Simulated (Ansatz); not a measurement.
```yaml
crystal:
  periodic: [false, false, false]
  atoms:
    - {symbol: F, position_ang: [-1.986036, -2.045787, -1.055016]}
    - {symbol: B, position_ang: [-1.374245, -1.424567, -0.112610]}
    - {symbol: Cl, position_ang: [-1.796175, -1.887087, 1.513953]}
    - {symbol: O, position_ang: [-1.625913, 0.007235, -0.252965]}
    - {symbol: C, position_ang: [-0.763110, 0.827082, -0.009416]}
    - {symbol: C, position_ang: [-1.244689, 2.213975, -0.010886]}
    - {symbol: F, position_ang: [-0.294837, 3.026027, 0.251216]}
    - {symbol: F, position_ang: [-1.723799, 2.504241, -1.154985]}
    - {symbol: F, position_ang: [-2.155095, 2.356768, 0.866407]}
    - {symbol: C, position_ang: [0.515330, 0.533306, 0.196243]}
    - {symbol: C, position_ang: [0.854037, -0.729989, -0.032662]}
    - {symbol: C, position_ang: [2.258030, -1.158115, -0.062840]}
    - {symbol: F, position_ang: [2.550256, -1.599728, -1.221560]}
    - {symbol: F, position_ang: [3.036964, -0.183963, 0.210349]}
    - {symbol: F, position_ang: [2.447637, -2.081948, 0.791069]}
    - {symbol: O, position_ang: [0.063798, -1.619642, -0.277411]}
    - {symbol: H, position_ang: [1.219607, 1.261710, 0.399800]}
basis:
  gaussian: {orbitals: "6-31++G**", fitting: {mean_field: cc-pVTZ-jkfit}}
hamiltonian: {xc: {name: B97M-V}}
scf: {lower_state_search: off}
```

```sh
$ ansatz run in.yaml --threads 11 --pin off --events-out ev --progress --plain --max-ram 174080MiB --backend cuda --devices 0, --max-vram 75GiB
```

Shortened log:

```
Functional definition: B97M-V
  name "B97M-V"
  cite "Mardirossian & Head-Gordon, J. Chem. Phys. 142, 074111 (2015) doi:10.1063/1.4907719"
  cite "Becke, J. Chem. Phys. 107, 8554 (1997) doi:10.1063/1.475007"
  cite "Vydrov & Van Voorhis, J. Chem. Phys. 133, 244103 (2010) doi:10.1063/1.3521275"
  # Of w^i u^j: cxij and so on, Table III.
  parameter cx00 = 1.000
  parameter cx01 = 1.308
  parameter cx02 = 1.901
  parameter cx10 = 0.416
  parameter cx11 = 3.070
  parameter css00 = 1.000
  parameter css02 = -1.855
  parameter css10 = -5.668
  parameter css32 = -20.497
  parameter css42 = -20.364
  parameter cos00 = 1.000
  parameter cos01 = 1.573
  parameter cos03 = -6.298
  parameter cos10 = 2.535
  parameter cos32 = -6.427
  parameter b = 6.0
  parameter c = 0.01
  gx(w, u) = cx00 + cx01*u + cx02*u^2 + (cx10 + cx11*u)*w
  gss(w, u) = css00 + css02*u^2 + css10*w + (css32*w^3 + css42*w^4)*u^2
  gos(w, u) = cos00 + cos01*u + cos03*u^3 + cos10*w + cos32*w^3*u^2
  exchange = spin_sum(e_x_unif_s*gx(b97_w, b97_u_x))
  correlation = spin_sum(e_c_pw_mod_same_spin*gss(b97_w, b97_u_same))
      + integral(e_c_pw_mod_opposite_spin*gos(b97_w_opposite, b97_u_opposite)) + vv10(b, c)
these checks for a lower state are left out or cut short: stability, starts, cluster_reference, orbital_swaps, neighbouring_geometries, increment
1336 factors; integrals over basis functions are off by at most 1.8e-1 eV
mean field evaluation 1: about -41493.0726 eV, gradient 8.1e1 eV
mean field evaluation 2: about -41486.3634 eV, gradient 1.0e2 eV
mean field evaluation 4: about -41504.8402 eV, gradient 8.0e0 eV
mean field evaluation 8: about -41504.9866 eV, gradient 2.4e-1 eV
mean field evaluation 16: about -41504.9867 eV, gradient 1.6e-4 eV
mean field -41504.98670012 eV, -1525.2801281391 hartree, gradient 3.3e-6 eV, S^2 0.000000; 0 other end points of the search recorded, 0 dependent functions left out
reference -41504.98684121 eV, -1525.2801333238 hartree; 66, 66 occupied and 248, 248 virtual orbitals, 1336 factors
Total energy: -41504.98684121 eV, -1525.2801333238 hartree
Checks for a lower state left out: stability, starts, cluster_reference, orbital_swaps, neighbouring_geometries, increment
```

Hardware: 11 threads of an AMD EPYC 7R13 on a shared host and a whole NVIDIA H100 80 GB. Wall time 1.8 s, peak host memory 0.87 GiB.
